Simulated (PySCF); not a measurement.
**Charge-transfer reorganisation: `c1cc[n+](C)c(N)c1`, [C6H9N2]+, charge +1**

Molfile (atoms numbered from 1):
```
C6H9N2
     RDKit          3D

 17 17  0  0  0  0  0  0  0  0999 V2000
   -1.7332   -1.1044   -0.4155 C   0  0  0  0  0  0  0  0  0  0  0  0
   -0.3497   -0.6513   -0.2672 N   0  0  0  0  0  0  0  0  0  0  0  0
    0.6563   -1.5731   -0.2537 C   0  0  0  0  0  0  0  0  0  0  0  0
    1.9580   -1.2147   -0.1187 C   0  0  0  0  0  0  0  0  0  0  0  0
    2.2605    0.1539    0.0101 C   0  0  0  0  0  0  0  0  0  0  0  0
    1.2574    1.0813   -0.0027 C   0  0  0  0  0  0  0  0  0  0  0  0
   -0.0837    0.6694   -0.1447 C   0  0  0  0  0  0  0  0  0  0  0  0
   -1.0848    1.5542   -0.1596 N   0  0  0  0  0  0  0  0  0  0  0  0
   -2.3206   -0.8161    0.4615 H   0  0  0  0  0  0  0  0  0  0  0  0
   -1.7430   -2.1901   -0.4976 H   0  0  0  0  0  0  0  0  0  0  0  0
   -2.1730   -0.6824   -1.3243 H   0  0  0  0  0  0  0  0  0  0  0  0
    0.3443   -2.6046   -0.3578 H   0  0  0  0  0  0  0  0  0  0  0  0
    2.7307   -1.9735   -0.1121 H   0  0  0  0  0  0  0  0  0  0  0  0
    3.2908    0.4768    0.1197 H   0  0  0  0  0  0  0  0  0  0  0  0
    1.4658    2.1403    0.0946 H   0  0  0  0  0  0  0  0  0  0  0  0
   -2.0511    1.3006   -0.2621 H   0  0  0  0  0  0  0  0  0  0  0  0
   -0.8781    2.5346   -0.0688 H   0  0  0  0  0  0  0  0  0  0  0  0
  1  2  1  0
  2  3  2  0
  3  4  1  0
  4  5  2  0
  5  6  1  0
  6  7  2  0
  7  8  1  0
  7  2  1  0
  1  9  1  0
  1 10  1  0
  1 11  1  0
  3 12  1  0
  4 13  1  0
  5 14  1  0
  6 15  1  0
  8 16  1  0
  8 17  1  0
M  CHG  1   2   1
M  END
```

The calculation used UKS BHandHLYP/def2-SV(P) four-point reorganisation energy, gas phase in PySCF. Geometry: BHandHLYP/def2-SV(P).

Q: What is the inner reorganisation energy for electron transfer, with the electron affinity?

A: λ = 0.382 (surface of the reduced species) + 0.386 (surface of the starting species) = 0.768 eV. The electron affinity is 3.92 eV vertical and 4.30 eV adiabatic without zero-point energy; at the relaxed geometry of the reduced species the two energies differ by 4.69 eV. Largest bond changes: C5–C6 1.366 → 1.428 Å, C7–N8 1.336 → 1.395 Å, C6–C7 1.410 → 1.359 Å, C7–N2 1.353 → 1.390 Å, N2–C3 1.365 → 1.402 Å. ⟨S²⟩ of the relaxed reduced species 0.801.
